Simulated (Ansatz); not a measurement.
Reaction (SMILES): CC(C)N([SiH3])[SiH3] -> CN(C)[SiH2]C[SiH3]
Geometries: B3LYP-D3(BJ)/def2-TZVP minima from Ansatz (a program for electronic structure), one conformer each, not searched for the lowest. Frequencies are from Ansatz.

Quantity: isomerisation energy (0 K, with B3LYP-D3(BJ) harmonic zero-point energies), in kcal/mol. Valence correlation only, unless marked. Spin-orbit coupling is left out. Non-relativistic. CBS(X,Y): correlation extrapolated as X^-3; Hartree-Fock from the larger set. The bracket is a focal-point correction in the basis named.

```json
[
 {"level": "PBE0/STO-3G", "program": "Ansatz", "isomerisation energy (kcal/mol)": "2.0"},
 {"level": "PBE0/def2-TZVP", "program": "Ansatz", "isomerisation energy (kcal/mol)": "8.4"},
 {"level": "RI-MP2/aug-cc-pV(Q+d)Z", "program": "Ansatz", "isomerisation energy (kcal/mol)": "12.6"},
 {"level": "SCS-MP2/STO-3G", "program": "Ansatz", "isomerisation energy (kcal/mol)": "2.9"},
 {"level": "SCS-MP2/6-31G*", "program": "Ansatz", "isomerisation energy (kcal/mol)": "12.6"}
]
```

**Question.** Estimate the value at RI-MP2/CBS(aug-cc-pV(T+d)Z,aug-cc-pV(Q+d)Z)+[CCSD(T)-MP2]/aug-cc-pV(T+d)Z as computed with Ansatz.

**Answer.** 11.7 kcal/mol
